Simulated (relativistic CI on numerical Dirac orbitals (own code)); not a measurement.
# d1 to d9 in one octahedral field

Computed with a parametric ligand-field model without spin-orbit coupling, by exact diagonalisation: B = 370, C = 1530, 10Dq = 27100 cm⁻¹ (Oh; |10Dq|/B = 73.2) for every shell. Energies in cm⁻¹; the field energy is (0.6 n_e − 0.4 n_t2) × 10Dq of the ground term; g labels are left out. So small a B with so large a field is typical of 4d and 5d ions, where spin-orbit coupling, left out here, reaches 1,000 to 4,000 cm⁻¹.

```
Shell  Ground term  Electrons in e  Field energy  First spin-allowed bands  Lowest term of other spin
   d1          2T2           0.000        -10840                  2E 27100                           
   d2          3T1           0.005        -21538      3T2 26151, 3T1 30752                   1T2 5380
   d3          4A2           0.000        -32520      4T2 27100, 4T1 31334                    2E 7599
   d4          3T1           0.008        -43130       3E 25532, 3T1 25909                   1T2 4761
   d5            ?               ?             ?                         ?                          ?
   d6          1A1           0.013        -64688      1T1 25891, 1T2 31363                  3T1 22694
   d7           2E           1.008        -48559      2T1 25811, 2T2 26212                  4T1 19603
   d8          3A2           2.000        -32520      3T2 27100, 3T1 31334                    1E 5990
   d9           2E           3.000        -16260                 2T2 27100
```

Q: Fill in the row of d5.

A: Ground term: 2T2; Electrons in e: 0.017; Field energy: -53746; First spin-allowed bands: 2A2 24938, 2T1 25071; Lowest term of other spin: 4T1 19589. Low spin: d4, d5, d6, d7; the other shells keep the spin of the free ion. Only d4 to d7 can choose; the field needed to pair spins is smallest for d6 and largest for d5, which loses most exchange energy. In the strong-field picture 10Dq must exceed about 6B + 5C = 9870 (d4), 7.5B + 5C = 10425 (d5), 2.5B + 4C = 7045 (d6) and 4B + 4C = 7600 (d7); mixing of terms shifts these bounds somewhat.
